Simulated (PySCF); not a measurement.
# Dy(NH2)3 at several levels of theory

Computed with PySCF 2.14.0 (density fitting, no spin-orbit coupling) at the geometry relaxed with PBE0:

```xyz
10
Dy(NH2)3 (singlet in the valence; each metal's 4f electrons, 9 of them, lie in its core potential, out of spins and levels)
Dy   -0.0047   -0.0068   -0.0517
N     2.1691   -0.0015    0.0080
H     2.7895   -0.8038    0.1223
H     2.7888    0.8068   -0.0618
N    -1.0845    1.8714   -0.2344
H    -2.0944    2.0201   -0.2220
H    -0.6780    2.8039   -0.3217
N    -1.0907   -1.8746    0.1997
H    -0.6932   -2.8059    0.3281
H    -2.1019   -2.0096    0.2335
```

| level | basis | state | HOMO (eV) | gap (eV) | charge on Dy1 (e) | population of f-type functions on Dy1 (polarisation alone where 4f lies in the core) | dipole about the centre of mass (D) | largest force component (eV/Å) |
| --- | --- | --- | --- | --- | --- | --- | --- | --- |
| PBE0 | Dy lcecp-1-SVP with ECP55, N def2-SVP, H def2-SVP | singlet | -6.04 | 4.97 | 0.91 | 0.06 | 0.13 | 0.02 |
| r2SCAN | the same | singlet | -4.96 | 3.57 | 0.87 | 0.05 | 0.13 | 0.10 |
| PBE0 | Dy lcecp-1-TZVP with ECP55, N def2-TZVP, H def2-TZVP | singlet | -6.22 | 5.07 | 1.55 | 0.06 | 0.15 | 0.46 |

In the lcecp rows the 4f levels are missing from HOMO and gap, and the state counts the valence alone.

Charges are Mulliken's, which hang on the basis. The relaxation used the grid (50, 194), these runs (75, 302) or, all-electron (x2c bases, spin-free X2C Hamiltonian), (99, 590).

Task: What does B3LYP with Dy lcecp-1-SVP with ECP55, N def2-SVP, H def2-SVP give here?

Result: state singlet, HOMO (eV) -5.80, gap (eV) 4.41, charge on Dy1 (e) 0.83, population of f-type functions on Dy1 (polarisation alone where 4f lies in the core) 0.05, dipole about the centre of mass (D) 0.13, largest force component (eV/Å) 0.10. Time: 8.5 s on 2 threads of Intel(R) Xeon(R) Platinum 8375C CPU @ 2.90GHz (Ice Lake) (shared host), from an already converged density.

In the first row's basis the gap widens with exact exchange: 3.6 eV for r2SCAN (none); 4.4 to 5.0 eV for B3LYP, PBE0 (a fixed share).

No frequency check is given that shows the relaxed geometry to be a minimum, and it was reached by following one of several unstable modes of a saddle point. An lcecp potential fixes the number of 4f electrons, so in runs with it no electron can move into or out of that shell.
